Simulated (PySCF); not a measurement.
A PySCF script (with the pyscf-properties extension) for the NMR shieldings of SMILES CC#[N+][AlH2-][NH]C, C3H9AlN2, on a GFN2-xTB geometry:

```python
import basis_set_exchange as bse
import numpy as np
from pyscf import gto, dft
from pyscf.prop import nmr

atoms = """
C     2.955574    0.795521    0.213169
C     1.823553   -0.007728   -0.112332
N     0.917720   -0.655591   -0.388505
Al   -0.708827   -1.707194    0.099115
N    -1.807551   -0.320051    0.466821
C    -2.324400    0.817290   -0.274252
H     3.351706    0.477313    1.177401
H     2.655428    1.841424    0.276156
H     3.725317    0.682475   -0.550422
H    -0.906903   -2.588866   -1.160148
H    -0.107768   -2.361510    1.388156
H    -2.208562   -0.320051    1.402290
H    -1.888797    0.808298   -1.272797
H    -3.415105    0.776821   -0.378506
H    -2.065799    1.769839    0.207043
"""
names = dict.fromkeys(["C", "N", "Al", "H"], "pcSseg-1")
basis = {el: gto.basis.parse(bse.get_basis(n, elements=[el], fmt="nwchem")) for el, n in names.items()}
mol = gto.M(atom=atoms, basis=basis, charge=0, verbose=0)
mf = dft.RKS(mol, xc="PBE0")
mf.grids.level = 2
mf.grids.alignment = dft.numint.BLKSIZE   # the property module wants whole blocks of grid points
mf.conv_tol = 1e-9
mf.kernel()

calc = nmr.RKS(mf)   # GIAO
C = mf.mo_coeff
Co = C[:, mf.mo_occ > 0]
resp = mf.gen_response(singlet=True, hermi=2)
def vind(x):   # induced exchange potential for any number of trial vectors
    d = np.einsum("pi,xij,qj->xpq", C, 2 * x.reshape(-1, C.shape[1], Co.shape[1]), Co, optimize=True)
    return np.einsum("xpq,pi,qj->xij", resp(d - d.transpose(0, 2, 1)), C, Co, optimize=True).ravel()
mo1, _ = nmr.rhf.solve_mo1(calc, with_cphf=vind)
sigma = calc.kernel(mo1)
for i, s in enumerate(sigma):   # ppm
    w = np.linalg.eigvalsh((s + s.T) / 2)
    print("%2d %-2s iso %8.1f  s11 %8.1f  s22 %8.1f  s33 %8.1f" % (i, mol.atom_pure_symbol(i), w.mean(), *w))
```

Problem. What are the results?

Solution. 
```
 0 C  iso    185.9  s11    177.5  s22    178.4  s33    201.7
 1 C  iso     56.9  s11    -51.2  s22    -39.7  s33    261.7
 2 N  iso     19.7  s11   -138.0  s22   -126.6  s33    323.8
 3 Al iso    441.7  s11    394.2  s22    457.3  s33    473.5
 4 N  iso    245.1  s11    225.2  s22    243.1  s33    267.2
 5 C  iso    151.9  s11    126.1  s22    145.4  s33    184.2
 6 H  iso     29.3  s11     24.6  s22     27.2  s33     36.2
 7 H  iso     29.3  s11     24.3  s22     27.5  s33     36.0
 8 H  iso     29.4  s11     24.5  s22     27.0  s33     36.6
 9 H  iso     28.0  s11     24.7  s22     26.3  s33     33.1
10 H  iso     27.7  s11     24.9  s22     26.0  s33     32.1
11 H  iso     32.1  s11     23.3  s22     31.5  s33     41.4
12 H  iso     29.0  s11     25.4  s22     27.6  s33     34.1
13 H  iso     28.5  s11     23.1  s22     26.5  s33     35.9
14 H  iso     28.7  s11     23.7  s22     27.0  s33     35.4
```

These numbers come from an equivalent density-fitted implementation of the same equations, which agrees with the script to about 0.01 ppm for H and up to a few tenths of a ppm for heavy atoms, so last digits may differ.

Size and cost of the density-fitted run: 154 basis functions, 29 s wall time on 1 thread of an Arm Neoverse V1, shared host; peak memory 0.72 GiB.
